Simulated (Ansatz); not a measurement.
Reaction (substitution at a C–Si bond): `[SiH3]/C=C/Br` + `O[SiH3]` → `[SiH3]O/C=C\Br` + SiH₄

Computed with Ansatz on PBE0-D4/def2-TZVP structures; ΔE is electronic, products minus reactants. CBS: MP2 limit from def2 TZ/QZ plus the TZ coupled-cluster correction, frozen cores. This one scheme is used for every species. Double bonds are as drawn, so ΔE can hold a change between cis and trans. DFT in def2-TZVPP. B3LYP here is the variant with VWN-RPA as its local correlation; programs differ in this. For Br outer-core shells are correlated without core-valence functions, which leaves a few kJ/mol of doubt a bond. Scalar relativity is left out up to krypton. One conformer a species, not always the lowest.

| species | B3LYP-D4 energy (Eh) |
| --- | --- |
| `[SiH3]/C=C/Br` | -2942.94579 |
| `O[SiH3]` | -367.23038 |
| `[SiH3]O/C=C\Br` | -3018.23225 |
| SiH₄ | -291.91967 |

Work out ΔE.

ΔE = (-3018.23225) + (-291.91967) − (-2942.94579) − (-367.23038) = 0.02425 Eh = +63.7 kJ/mol. CCSD(T)/CBS gives +75.9 kJ/mol.

Largest T1 diagnostic among the species: 0.011.

In def2-TZVPP, CCSD(T) changes the Hartree–Fock value by +7.3 kJ/mol (the triples alone add +0.1 kJ/mol) and MP2 by +13.6 kJ/mol.
